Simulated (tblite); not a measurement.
Compound: C9H9N2 (charge +1).
SMILES with atom numbers: `[C-:1]#[N+:2][c:3]1[cH:4][c:5]([CH:6]=[CH2:7])[cH:8][cH:9][n+:10]1[CH3:11]` (hydrogens: H12 on C4; H13 on C6; H14, H15 on C7; H16 on C8; H17 on C9; H18, H19, H20 on C11)
Bond orders are those of one Lewis drawing.

Computed with GFN2-xTB (tblite), gas phase: L-BFGS steps from a force-field or distance-geometry start until the largest atomic force falls under 0.01 eV/Å.

Step 22: E = -794.2370 eV
```
atom  x, y, z in Å  |  force x, y, z in eV/Å
C1     -2.6306    1.8830    1.8087    0.019   0.016   0.003
N2     -1.8625    1.2357    1.2111    0.010   0.012   0.000
C3     -0.9655    0.4852    0.5305   -0.004  -0.009  -0.007
C4      0.3932    0.7044    0.6597   -0.006  -0.011   0.001
C5      1.3022   -0.1111   -0.0276   -0.005  -0.003   0.004
C6      2.7367    0.0580    0.0740   -0.027   0.002  -0.032
C7      3.3363    1.2198    0.3299    0.001  -0.012   0.017
C8      0.7604   -1.1297   -0.8322    0.006   0.019   0.006
C9     -0.5985   -1.2756   -0.9443    0.023  -0.034  -0.008
N10    -1.4547   -0.4914   -0.2726    0.026  -0.004  -0.024
C11    -2.8848   -0.6755   -0.3819    0.015   0.001   0.004
H12     0.7333    1.4905    1.3170   -0.008  -0.021  -0.017
H13     3.3223   -0.8292   -0.1291   -0.001   0.043  -0.005
H14     2.7844    2.1366    0.4634    0.048  -0.011   0.031
H15     4.4094    1.2926    0.3711   -0.016   0.017  -0.001
H16     1.4153   -1.7891   -1.3814   -0.036   0.015   0.016
H17    -1.0293   -2.0336   -1.5806   -0.011  -0.026   0.008
H18    -3.1078   -1.4830   -1.0743    0.013  -0.002  -0.006
H19    -3.3572    0.2413   -0.7388   -0.020   0.006   0.000
H20    -3.3076   -0.9182    0.5945   -0.028   0.002   0.011
```

Step 23: E = -794.2374 eV
```
atom  x, y, z in Å  |  force x, y, z in eV/Å
C1     -2.6316    1.8825    1.8070    0.020   0.015   0.002
N2     -1.8628    1.2359    1.2099    0.025   0.007  -0.006
C3     -0.9644    0.4859    0.5297   -0.019  -0.016  -0.008
C4      0.3943    0.7049    0.6585   -0.028  -0.019  -0.001
C5      1.3020   -0.1118   -0.0289   -0.001   0.016   0.019
C6      2.7359    0.0590    0.0733   -0.005   0.012  -0.043
C7      3.3360    1.2202    0.3320    0.000  -0.007   0.019
C8      0.7602   -1.1308   -0.8325    0.006   0.015   0.008
C9     -0.5985   -1.2774   -0.9445    0.012  -0.016   0.009
N10    -1.4536   -0.4918   -0.2728    0.000  -0.003  -0.027
C11    -2.8843   -0.6752   -0.3819    0.002   0.004   0.007
H12     0.7364    1.4903    1.3155   -0.014  -0.017  -0.015
H13     3.3230   -0.8258   -0.1341    0.003   0.027  -0.007
H14     2.7844    2.1368    0.4712    0.055  -0.021   0.025
H15     4.4097    1.2929    0.3705   -0.036   0.016   0.002
H16     1.4152   -1.7908   -1.3796   -0.023   0.003   0.002
H17    -1.0310   -2.0360   -1.5790   -0.004  -0.026   0.007
H18    -3.1106   -1.4826   -1.0738    0.030   0.005  -0.003
H19    -3.3574    0.2418   -0.7379   -0.008   0.002  -0.001
H20    -3.3082   -0.9174    0.5944   -0.017   0.001   0.012
```

Step 24: E = -794.2379 eV
```
atom  x, y, z in Å  |  force x, y, z in eV/Å
C1     -2.6326    1.8820    1.8050    0.023   0.015   0.001
N2     -1.8626    1.2362    1.2084    0.033   0.002  -0.012
C3     -0.9634    0.4863    0.5287   -0.032  -0.022  -0.012
C4      0.3952    0.7051    0.6571   -0.039  -0.014   0.006
C5      1.3018   -0.1122   -0.0299    0.004   0.018   0.015
C6      2.7351    0.0603    0.0716    0.014   0.019  -0.042
C7      3.3355    1.2204    0.3346    0.002   0.000   0.017
C8      0.7602   -1.1318   -0.8326   -0.005   0.010   0.012
C9     -0.5982   -1.2797   -0.9446   -0.001   0.002   0.022
N10    -1.4524   -0.4923   -0.2736   -0.032   0.004  -0.017
C11    -2.8837   -0.6747   -0.3816   -0.014   0.005   0.007
H12     0.7394    1.4899    1.3135   -0.022  -0.011  -0.011
H13     3.3239   -0.8217   -0.1400    0.008   0.006  -0.014
H14     2.7853    2.1365    0.4803    0.049  -0.018   0.023
H15     4.4094    1.2936    0.3700   -0.038   0.010   0.006
H16     1.4146   -1.7928   -1.3776   -0.002  -0.013  -0.015
H17    -1.0328   -2.0390   -1.5771    0.007  -0.022   0.008
H18    -3.1128   -1.4819   -1.0732    0.041   0.011   0.000
H19    -3.3578    0.2426   -0.7369    0.005  -0.004  -0.002
H20    -3.3090   -0.9163    0.5947   -0.002   0.002   0.007
```

Step 25: E = -794.2384 eV
```
atom  x, y, z in Å  |  force x, y, z in eV/Å
C1     -2.6337    1.8813    1.8024    0.027   0.015   0.001
N2     -1.8619    1.2368    1.2066    0.028  -0.001  -0.013
C3     -0.9629    0.4864    0.5272   -0.029  -0.019  -0.011
C4      0.3955    0.7052    0.6557   -0.039  -0.017   0.004
C5      1.3017   -0.1125   -0.0309    0.003   0.020   0.007
C6      2.7344    0.0619    0.0687    0.028   0.022  -0.032
C7      3.3350    1.2204    0.3381    0.001   0.005   0.011
C8      0.7601   -1.1328   -0.8323   -0.013  -0.008   0.008
C9     -0.5980   -1.2823   -0.9443   -0.022   0.019   0.031
N10    -1.4516   -0.4927   -0.2747   -0.054   0.004  -0.003
C11    -2.8834   -0.6739   -0.3810   -0.028   0.003   0.005
H12     0.7423    1.4894    1.3108   -0.031   0.000  -0.002
H13     3.3251   -0.8169   -0.1475    0.011  -0.014  -0.024
H14     2.7868    2.1358    0.4915    0.030  -0.003   0.023
H15     4.4084    1.2948    0.3697   -0.021   0.002   0.010
H16     1.4137   -1.7953   -1.3754    0.014  -0.020  -0.025
H17    -1.0346   -2.0427   -1.5747    0.022  -0.014   0.013
H18    -3.1144   -1.4809   -1.0724    0.045   0.011  -0.001
H19    -3.3580    0.2436   -0.7357    0.015  -0.007  -0.003
H20    -3.3098   -0.9148    0.5953    0.013   0.002   0.002
```

Problem. Estimate the geometry and energy of step 26. (The exact step hangs on the optimiser's Hessian estimate; all steps are aligned on step 25, rigid shifts and turns removed.)

Solution. E = -794.2390 eV, largest force 0.059 eV/Å
```
atom  x, y, z in Å  |  force x, y, z in eV/Å
C1     -2.6345    1.8806    1.7992    0.028   0.018   0.002
N2     -1.8608    1.2375    1.2043    0.012  -0.001  -0.011
C3     -0.9627    0.4861    0.5253   -0.022  -0.013  -0.008
C4      0.3954    0.7050    0.6541   -0.021  -0.012   0.004
C5      1.3016   -0.1125   -0.0319    0.003   0.004  -0.015
C6      2.7340    0.0639    0.0646    0.028   0.016  -0.016
C7      3.3343    1.2205    0.3422    0.002   0.009   0.001
C8      0.7600   -1.1343   -0.8318   -0.021  -0.019   0.006
C9     -0.5982   -1.2852   -0.9434   -0.030   0.026   0.030
N10    -1.4515   -0.4932   -0.2761   -0.057   0.004   0.016
C11    -2.8835   -0.6729   -0.3803   -0.034   0.000   0.000
H12     0.7449    1.4890    1.3077   -0.045   0.006   0.005
H13     3.3268   -0.8118   -0.1568    0.010  -0.027  -0.034
H14     2.7890    2.1350    0.5048    0.003   0.017   0.024
H15     4.4070    1.2963    0.3696    0.009  -0.006   0.015
H16     1.4129   -1.7987   -1.3732    0.021  -0.018  -0.027
H17    -1.0363   -2.0472   -1.5718    0.036  -0.003   0.020
H18    -3.1152   -1.4794   -1.0715    0.038   0.004  -0.005
H19    -3.3580    0.2449   -0.7343    0.017  -0.004  -0.008
H20    -3.3104   -0.9130    0.5962    0.023  -0.001   0.000
```

The energy changes by -0.0006 eV. The first-order estimate −F·Δx gives -0.0008 eV and the mean of the old and new forces, exact on a quadratic surface, -0.0006 eV. The step makes an angle of 76° with the force vector and moves no atom by more than 0.014 Å.

The cost below is that of the whole relaxation. On one thread of an Arm Neoverse V2, shared host with 96 logical CPUs at a one-minute load of 11, this took 0.61 s.
